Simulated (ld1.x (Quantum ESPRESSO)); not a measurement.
## Transferability test, TM potential for Ag

```
Element                 : silver
Generator               : ld1.x (Quantum ESPRESSO) 7.5
Type                    : norm-conserving Troullier–Martins (Kleinman–Bylander form)
Functional              : PBEsol
Relativity              : fully relativistic
Frozen core             : [Ar] 3d10 4s2
Valence charge          : 17
Reference configuration : 4p6 4d10 5s1 5p0
Partial waves           : 4p (bound): rc 1.35 bohr; 4d (bound): rc 1.80 bohr; 5s (bound): rc 2.05 bohr
Local potential         : the s channel
Core correction         : none
```

Open shells are filled in proportion to 2j + 1 (rel_dist='average').

Energies are relative to the spin-unpolarised reference configuration 4p6 4d10 5s1 5p0; without spin polarisation the order of configurations can differ from experiment. The frozen-core shift is the all-electron ΔE with the core orbitals held at their reference shape minus the fully relaxed ΔE.

```json
{"valence configuration": "4p6 4d10 5s0 5p0", "charge": "+1", "ΔE all-electron (eV)": "7.748", "error AE − PS (meV)": "-8.5", "frozen-core shift (meV)": "+0.4"}
{"valence configuration": "4p6 4d9 5s0 5p0", "charge": "+2", "ΔE all-electron (eV)": "29.862", "error AE − PS (meV)": "-77", "frozen-core shift (meV)": "+4.1"}
{"valence configuration": "4p6 4d8 5s0 5p0", "charge": "+3", "ΔE all-electron (eV)": "66.042", "error AE − PS (meV)": "-381", "frozen-core shift (meV)": "+32"}
{"valence configuration": "4p6 4d9 5s2 5p0", "charge": "0", "ΔE all-electron (eV)": "4.052", "error AE − PS (meV)": "-93", "frozen-core shift (meV)": "+5.1"}
{"valence configuration": "4p6 4d10 5s0 5p1", "charge": "0", "ΔE all-electron (eV)": "3.926", "error AE − PS (meV)": "-438", "frozen-core shift (meV)": "+0.1"}
```

Problem. What are ΔE and the potential's error for 4p6 4d10 5s0.5 5p0?

Solution. ΔE = 3.021 eV all-electron; the error (AE − PS) is -1.7 meV.

Problem. What are ΔE and the potential's error for 4p6 4d7 5s0 5p0?

Solution. ΔE = 117.730 eV all-electron; the error (AE − PS) is -950 meV.

Levels in the configuration 4p6 4d10 5s0.5 5p0:

```tsv
level	all-electron (eV)	pseudo (eV)
4p j=1/2	-65.949	-65.914
4p j=3/2	-60.846	-60.814
4d j=3/2	-11.721	-11.710
4d j=5/2	-11.159	-11.148
5s j=1/2	-7.708	-7.715
```

These tests converged, but a pseudo level misses the all-electron one widely, so the file describes the atom poorly there or has found another state: 4p6 4d8 5s0 5p0: empty 5p by 3.0 eV; 4p6 4d7 5s0 5p0: empty 5p by 4.3 eV (a node warning on the way). ld1.x printed “convergence not achieved” for 2 of the counted tests; their residual had stalled under 1e-8, short of the target of 1e-14.
